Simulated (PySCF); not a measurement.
Choosing a molecule for a target property.

Each SMILES stands for a single optimised conformer of the isolated species (atoms past krypton carry core potentials, spin–orbit coupling is left out). Electronic properties by PySCF.

Dipoles, sizes and rotational constants follow the conformer. The torsions of the flexible species, by atom-mapped SMILES:
- `[CH3:1]/[CH:2]=[CH:3]/[P:4]=[CH:5]\[O:6][CH3:7]`: C2–C3–P4–C5 180°, P4–C5–O6–C7 179°
- `[CH3:1][NH:2][SiH2:3][NH:4][CH3:5]`: C1–N2–Si3–N4 147°, N2–Si3–N4–C5 145°

The conformers of `FC(F)(F)[C@H]1COCCO1` aren't listed.

**Question.** Wanted: static isotropic polarisability between 69 au and 120 au (CAM-B3LYP/def2-SVPD) and lowest singlet excitation above 5 eV (TDDFT CAM-B3LYP/def2-SVPD), at PBE0-D3(BJ)/def2-SVP geometries. Which candidate meets both?
A. `C[CH2][In]([CH2]C)[N]=C=S`
B. `FC(F)(F)[C@H]1COCCO1`
C. `CN[SiH2]NC`
D. `C/C=C/P=C\OC`

**Answer.** C. Computed values:
```
                  species  static isotropic polarisability  lowest singlet excitation
     FC(F)(F)[C@H]1COCCO1                          67.9 au                    7.35 eV
               CN[SiH2]NC                          69.9 au                    6.12 eV
             C/C=C/P=C\OC                         104.5 au                    4.54 eV
C[CH2][In]([CH2]C)[N]=C=S                         131.9 au                    4.11 eV
```

**Question.** Wanted: HOMO energy between -8.8 eV and -8 eV (CAM-B3LYP/def2-SVPD) and lowest triplet excitation (Tamm–Dancoff) above 3 eV (TDA CAM-B3LYP/def2-SVPD), at PBE0-D3(BJ)/def2-SVP geometries. Which candidate meets both?
A. `C[CH2][In]([CH2]C)[N]=C=S`
B. `FC(F)(F)[C@H]1COCCO1`
C. `[H][Sn]([CH3])([CH3])[O]C`
D. `C/C=C/P=C\OC`

**Answer.** C. Computed values:
| species | HOMO energy | lowest triplet excitation (Tamm–Dancoff) |
| --- | --- | --- |
| FC(F)(F)[C@H]1COCCO1 | -9.03 eV | 7.11 eV |
| [H][Sn]([CH3])([CH3])[O]C | -8.59 eV | 5.73 eV |
| C[CH2][In]([CH2]C)[N]=C=S | -7.72 eV | 4.00 eV |
| C/C=C/P=C\OC | -7.01 eV | 2.31 eV |
